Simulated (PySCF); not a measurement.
C₆H₉P₂ (charge -1).
Atom-mapped SMILES: `[CH3:1][CH2:2][c:3]1[p-:4][cH:5][p:6][c:7]1[CH3:8]`

Geometry (GFN2-xTB, Å), atoms numbered from 1 in this order:
```
atom  x, y, z in Å
C1     2.1845    0.1288    0.1456
C2     1.1025    0.0468   -0.9312
C3    -0.2253    0.5325   -0.4119
P4    -0.6660    2.2279   -0.5761
C5    -2.1728    2.0350    0.2395
P6    -2.6049    0.4684    0.8167
C7    -1.1249   -0.2840    0.2363
C8    -0.8983   -1.7590    0.4360
H9     3.1505   -0.2053   -0.2388
H10    2.2769    1.1580    0.4867
H11    1.9170   -0.4876    1.0017
H12    1.0185   -0.9864   -1.2857
H13    1.4036    0.6719   -1.7776
H14   -2.8338    2.8805    0.3874
H15    0.0023   -1.9506    1.0244
H16   -1.7495   -2.1921    0.9602
H17   -0.7874   -2.2727   -0.5232
```

Probes without a nucleus sit at each ring's centroid and 1 Å off its mean plane on both sides; NICS is minus the shielding there, NICSzz its component along the normal. Level: GIAO PBE0/pcSseg-1 (PySCF, non-relativistic, gas phase) on the GFN2-xTB geometry, one conformer.

Ring bond lengths (Å), with Mayer bond orders in brackets: C3–P4 1.759 (1.22), P4–C5 1.724 (1.33), C5–P6 1.725 (1.32), P6–C7 1.759 (1.22), C7–C3 1.377 (1.53).

Problem. Give the NICS values of each ring in ppm.

Solution. 
```tsv
ring	type	NICS(0)	NICS(1), two faces	NICS(1)zz, two faces	rms pucker (Å)	centre to ring atoms, mean (Å)
C3–P4–C5–P6–C7	5-membered ring with 2 P; formal bonds all aromatic	-10.2	-10.5 / -10.4	-26.6 / -25.8	0.00	1.41
```

Problem. What can be read from them?

Solution. 
- C3–P4–C5–P6–C7: mean NICS(1)zz -26.2 ppm, shielded.

Problem. How equal are the bonds by HOMA? Use HOMA with the parameters of Krygowski (1993).

Solution. 
- C3–P4–C5–P6–C7: HOMA 0.78; the largest term is that of C3–P4, α(R − Ropt)² = 0.45.

Problem. What field does 11.7 T along the ring normal induce along that normal at the second NICS(1) probe listed for ring C3–P4–C5–P6–C7, 1 Å off the ring?

Solution. NICSzz × B0 = -25.8 ppm × 11.7 T = -302 μT, against the applied field.

Problem. How shielded are the nuclei of the rings and their hydrogens (means over atoms taken as equivalent)?

Solution. 
| atoms | environment | σ isotropic (ppm) | principal values of the symmetric part, first atom (ppm) |
| --- | --- | --- | --- |
| C3 | substituted aromatic carbon | 23.9 | -81.8, 12.2, 141.4 |
| P4 | phosphorus bonded to 2 C | 138.9 | -27.7, 145.8, 298.4 |
| C5 | aromatic CH carbon | 23.4 | -146.8, 50.4, 166.8 |
| P6 | phosphorus bonded to 2 C | 134.8 | -22.6, 149.8, 277.3 |
| C7 | substituted aromatic carbon | 35.6 | -76.1, 39.4, 143.7 |
| H14 | aromatic hydrogen | 23.70 | 21.3, 24.1, 25.6 |

Rough CPU time on one thread of a shared machine: about 90 s. This is the whole shielding run at PBE0/pcSseg-1, SCF included.
